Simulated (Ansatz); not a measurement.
Program: Ansatz. Geometries: PBE0-D4/def2-TZVP. ΔE: electronic, gas phase. CCSD(T)/CBS adds triple-zeta CCSD(T) − MP2 to the extrapolated MP2 energy (def2 sets, frozen cores). Functionals use def2-TZVPP. One conformer a species, not always the lowest.

Reaction (ligand exchange at a P–N bond): `OC(O)=NP` + `N[SiH2]F` → `F[SiH2]NP` + `N=C(O)O`

`OC(O)=NP`:

Cartesian coordinates in Å:
```
O 1.323 1.156 -0.128
C 0.575 0.378 0.641
O 0.971 0.493 1.902
N -0.391 -0.392 0.320
P -0.799 -0.446 -1.341
H 1.004 1.046 -1.043
H 0.394 -0.092 2.411
H -0.872 -1.851 -1.519
H -2.206 -0.292 -1.242
```

`N[SiH2]F`:

Z-matrix (Å, degrees):
```
Si
F 1 1.605
N 1 1.696 2 114.6
H 1 1.479 2 105.8 3 -119.3
H 1 1.479 2 105.8 3 119.3
H 3 1.006 1 122.0 2 77.5
H 3 1.006 1 122.0 2 -77.5
```

`F[SiH2]NP`:

```xyz
9

F    -0.846   -1.733    0.996
Si   -0.780   -0.822   -0.317
N     0.712   -0.004   -0.464
P     1.262    1.353    0.432
H    -0.939   -1.723   -1.481
H    -1.863    0.175   -0.174
H     1.434   -0.412   -1.037
H     0.127    2.198    0.292
H     0.894    0.970    1.753
```

`N=C(O)O`:

Z-matrix (Å, degrees):
```
C
O 1 1.331
O 1 1.340 2 108.1
N 1 1.264 2 121.7 3 180.0
H 2 0.965 1 105.8 3 180.0
H 3 0.961 1 108.8 2 180.0
H 4 1.013 1 113.5 2 -180.0
```

| level | ΔE (eV) |
| --- | --- |
| r2SCAN0-D4 | 0.14 |
| B2PLYP | 0.11 |
| CCSD(T)/def2-SVP | 0.02 |
| MP2/def2-TZVPP | 0.12 |

(1) What does CCSD(T)/CBS give? (Best estimate.)

Largest T1 diagnostic among the species: 0.014.

Answers

(1) Ansatz gave: +0.10 eV. The listed levels differ from it by 0.04, 0.01, -0.08, 0.02 eV.

In def2-TZVPP, CCSD(T) changes the Hartree–Fock value by +0.06 eV (the triples alone add +0.03 eV) and MP2 by +0.09 eV. At CCSD(T), def2-SVP lies +0.0 eV from the extrapolated value and def2-TZVPP −0.01 eV.
